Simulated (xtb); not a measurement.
C3H8As, doublet, from a rough starting geometry; GFN2-xTB in xtb.

The xtb input:
```
$ xtb mol.xyz --gfn 2 --uhf 1 --opt vtight --json

# file mol.xyz
12

C     -0.26230533     1.80974956     0.01970725
As    -0.08518912     0.16211107     0.95051196
C      1.55339597    -0.48122795     0.11832057
C     -1.36200604    -0.96320512    -0.08283289
H      0.51139539     2.55229146     0.07974735
H     -1.24432977     2.20530521    -0.01689961
H      1.72832813    -1.53444691     0.33610453
H      2.42750142     0.07163346     0.50069201
H      1.52541214    -0.36445681    -0.98498324
H     -2.39693274    -0.61860461     0.16043016
H     -1.16768782    -0.93229947    -1.09803378
H     -1.30428397    -1.97632634     0.18399130
```

The log (banner, timings and long lists left out):

```
   ID    Z sym.   atoms
    1    6 C      1, 3, 4
    2   33 As     2
    3    1 H      5-12

           -------------------------------------------------
          |                Calculation Setup                |
           -------------------------------------------------

           -------------------------------------------------
          |                 G F N 2 - x T B                 |
           -------------------------------------------------

          ...................................................
          :                      SETUP                      :
          :.................................................:
          :  # basis functions                  30          :
          :  # atomic orbitals                  29          :
          :  # shells                           17          :
          :  # electrons                        25          :
          :  max. iterations                   250          :
          :  Hamiltonian                  GFN2-xTB          :
          :  restarted?                      false          :
          :  GBSA solvation                  false          :
          :  PC potential                    false          :
          :  electronic temp.          300.0000000     K    :
          :  accuracy                    1.0000000          :
          :  -> integral cutoff          0.2500000E+02      :
          :  -> integral neglect         0.1000000E-07      :
          :  -> SCF convergence          0.1000000E-05 Eh   :
          :  -> wf. convergence          0.1000000E-03 e    :
          :  Broyden damping             0.4000000          :
          :  net charge                          0          :
          :  unpaired electrons                  1          :
          ...................................................

 iter      E             dE          RMSdq      gap      omega  full diag
   1    -12.9014926 -0.129015E+02  0.464E+00    5.22       0.0  T
   2    -12.9202677 -0.187752E-01  0.347E+00    5.61       1.0  T
   3    -12.9235467 -0.327902E-02  0.179E+00    5.06       1.0  T
   4    -12.9295781 -0.603139E-02  0.106E+00    5.55       1.0  T
   5    -12.9317472 -0.216910E-02  0.309E-01    5.34       1.0  T
   6    -12.9317605 -0.132749E-04  0.118E-01    5.39       1.0  T
   7    -12.9317954 -0.348717E-04  0.604E-02    5.35       1.0  T
   8    -12.9318099 -0.145309E-04  0.168E-02    5.37       1.7  T
   9    -12.9318103 -0.361273E-06  0.765E-03    5.37       3.8  T
  10    -12.9318106 -0.372140E-06  0.226E-03    5.37      12.8  T
  11    -12.9318107 -0.366773E-07  0.696E-04    5.37      41.5  T
  12    -12.9318107 -0.296205E-08  0.675E-05    5.37     427.5  T

   *** convergence criteria satisfied after 12 iterations ***

         :::::::::::::::::::::::::::::::::::::::::::::::::::::
         ::                     SUMMARY                     ::
         :::::::::::::::::::::::::::::::::::::::::::::::::::::
         :: total energy             -12.761175279251 Eh    ::
         :: gradient norm              0.079049621583 Eh/a0 ::
         :: HOMO-LUMO gap              5.366661677448 eV    ::
         ::.................................................::
         :: SCC energy               -12.931800021097 Eh    ::
         :: -> isotropic ES            0.007741796531 Eh    ::
         :: -> anisotropic ES          0.002553319297 Eh    ::
         :: -> anisotropic XC          0.007616346817 Eh    ::
         :: -> dispersion             -0.006520775332 Eh    ::
         :: repulsion energy           0.170624741846 Eh    ::
         :: add. restraining           0.000000000000 Eh    ::
         :: total charge               0.000000000000 e     ::
         :::::::::::::::::::::::::::::::::::::::::::::::::::::

      -----------------------------------------------------------
     |                   =====================                   |
     |                        A N C O P T                        |
     |                   =====================                   |
     |               Approximate Normal Coordinate               |
     |                Rational Function Optimizer                |
      -----------------------------------------------------------
      -----------------------------------------------------------
     |                   =====================                   |
     |                        A N C O P T                        |
     |                   =====================                   |
     |               Approximate Normal Coordinate               |
     |                Rational Function Optimizer                |
      -----------------------------------------------------------

          ...................................................
          :                      SETUP                      :
          :.................................................:
          :   optimization level         verytight          :
          :   max. optcycles                   240          :
          :   ANC micro-cycles                  20          :
          :   degrees of freedom                30          :
          :.................................................:
          :   RF solver                   davidson          :
          :   write xtbopt.log                true          :
          :   linear?                        false          :
          :   energy convergence         0.1000000E-06 Eh   :
          :   grad. convergence          0.2000000E-03 Eh/α :
          :   maxmium RF displ.          1.0000000          :
          :   Hlow (freq-cutoff)         0.1000000E-01      :
          :   Hmax (freq-cutoff)         5.0000000          :
          :   S6 in model hess.         20.0000000          :
          ...................................................

generating ANC from exact Hessian ...
Using Lindh-Hessian (1995)
 Shifting diagonal of input Hessian by    7.5342423313213922E-003
 Lowest  eigenvalues of input Hessian
[...]
 * total energy  :   -12.7669658 Eh     change       -0.9780966E-04 Eh
 * total energy  :   -12.7669771 Eh     change       -0.1127697E-04 Eh
 * total energy  :   -12.7669854 Eh     change       -0.8346936E-05 Eh
 * total energy  :   -12.7669923 Eh     change       -0.6857894E-05 Eh
 * total energy  :   -12.7669991 Eh     change       -0.6833908E-05 Eh
 * total energy  :   -12.7670040 Eh     change       -0.4825574E-05 Eh
 * total energy  :   -12.7670074 Eh     change       -0.3410139E-05 Eh
 * total energy  :   -12.7670099 Eh     change       -0.2494006E-05 Eh
 * total energy  :   -12.7670110 Eh     change       -0.1112390E-05 Eh
 * total energy  :   -12.7670114 Eh     change       -0.4184051E-06 Eh
 * total energy  :   -12.7670115 Eh     change       -0.1134028E-06 Eh
 * total energy  :   -12.7670115 Eh     change       -0.3855745E-07 Eh
   *** GEOMETRY OPTIMIZATION CONVERGED AFTER 15 ITERATIONS ***
         :: total energy             -12.767011541084 Eh    ::
[...]
         :: HOMO-LUMO gap              5.350872691091 eV    ::
         ::.................................................::
         :: SCC energy               -12.927406227135 Eh    ::
         :: -> isotropic ES            0.007789643784 Eh    ::
         :: -> anisotropic ES          0.002674092724 Eh    ::
         :: -> anisotropic XC          0.007920403840 Eh    ::
         :: -> dispersion             -0.006514832725 Eh    ::
         :: repulsion energy           0.160394686051 Eh    ::
         :: add. restraining           0.000000000000 Eh    ::
         :: total charge               0.000000000000 e     ::
         :::::::::::::::::::::::::::::::::::::::::::::::::::::

           -------------------------------------------------
          |                Property Printout                |
           -------------------------------------------------

    * Orbital Energies and Occupations

         #    Occupation            Energy/Eh            Energy/eV
      -------------------------------------------------------------
         1        2.0000           -0.6012386             -16.3605
         2        2.0000           -0.5797897             -15.7769
         3        2.0000           -0.5701085             -15.5134
         4        2.0000           -0.5411609             -14.7257
         5        2.0000           -0.4808829             -13.0855
         6        2.0000           -0.4792025             -13.0398
         7        2.0000           -0.4749742             -12.9247
         8        2.0000           -0.4684914             -12.7483
         9        2.0000           -0.4571965             -12.4410
        10        2.0000           -0.4189873             -11.4012
        11        2.0000           -0.4171255             -11.3506
        12        2.0000           -0.3865752             -10.5192
        13        1.0000           -0.3119806              -8.4894 (HOMO)
        14                         -0.1153397              -3.1386 (LUMO)
        15                         -0.0809602              -2.2030
        16                          0.0443229               1.2061
        17                          0.1077729               2.9326
        18                          0.1386685               3.7734
        19                          0.1558807               4.2417
        20                          0.1677903               4.5658
        21                          0.1860350               5.0623
        22                          0.1911410               5.2012
        23                          0.2249755               6.1219
        24                          0.2378347               6.4718
       ...                                ...                  ...
        29                          0.8411587              22.8891
      -------------------------------------------------------------
                  HL-Gap            0.1966410 Eh            5.3509 eV
             Fermi-level           -0.2814690 Eh           -7.6592 eV

     #   Z          covCN         q      C6AA      α(0)
     1   6 C        2.776    -0.145    31.716     9.224
     2  33 As       2.764     0.051   213.018    26.757
     3   6 C        3.692    -0.125    23.091     6.876
     4   6 C        3.692    -0.125    23.091     6.876
     5   1 H        0.926     0.036     2.498     2.472
     6   1 H        0.926     0.036     2.498     2.472
     7   1 H        0.925     0.041     2.431     2.438
     8   1 H        0.925     0.045     2.381     2.413
     9   1 H        0.925     0.049     2.332     2.388
    10   1 H        0.925     0.045     2.381     2.413
    11   1 H        0.925     0.049     2.332     2.388
    12   1 H        0.925     0.041     2.431     2.438

 Mol. C6AA /au·bohr⁶  :       1770.357758
 Mol. C8AA /au·bohr⁸  :      63525.483243
 Mol. α(0) /au        :         69.154596

Wiberg/Mayer (AO) data.
largest (>0.10) Wiberg bond orders for each atom

 ---------------------------------------------------------------------------
     #   Z sym  total        # sym  WBO       # sym  WBO       # sym  WBO
 ---------------------------------------------------------------------------
     1   6 C    3.430 --     2 As   1.398     5 H    0.956     6 H    0.956
     2  33 As   3.673 --     1 C    1.398     4 C    1.018     3 C    1.018
     3   6 C    3.985 --     2 As   1.018     7 H    0.965     8 H    0.962
                             9 H    0.960
     4   6 C    3.985 --     2 As   1.018    12 H    0.965    10 H    0.962
                            11 H    0.960
     5   1 H    0.999 --     1 C    0.956
     6   1 H    0.999 --     1 C    0.956
     7   1 H    0.998 --     3 C    0.965
     8   1 H    0.998 --     3 C    0.962
     9   1 H    0.998 --     3 C    0.960
    10   1 H    0.998 --     4 C    0.962
    11   1 H    0.998 --     4 C    0.960
    12   1 H    0.998 --     4 C    0.965
 ---------------------------------------------------------------------------

Topologies differ in total number of bonds
Writing topology from bond orders to xtbtopo.mol

molecular dipole:
                 x           y           z       tot (Debye)
 q only:        0.040      -0.246      -0.025
   full:        0.077      -0.352      -0.362       1.297
molecular quadrupole (traceless):
                xx          xy          yy          xz          yz          zz
 q only:        0.925       0.235      -0.577       0.061       0.127      -0.348
  q+dip:        1.957       0.189       0.959       0.360      -0.328      -2.916
   full:        2.555       0.279       0.760       0.333       0.241      -3.315

optimized geometry written to: xtbopt.xyz

           -------------------------------------------------
          | TOTAL ENERGY              -12.767011541084 Eh   |
          | GRADIENT NORM               0.000017721732 Eh/α |
          | HOMO-LUMO GAP               5.350872691091 eV   |
           -------------------------------------------------
```
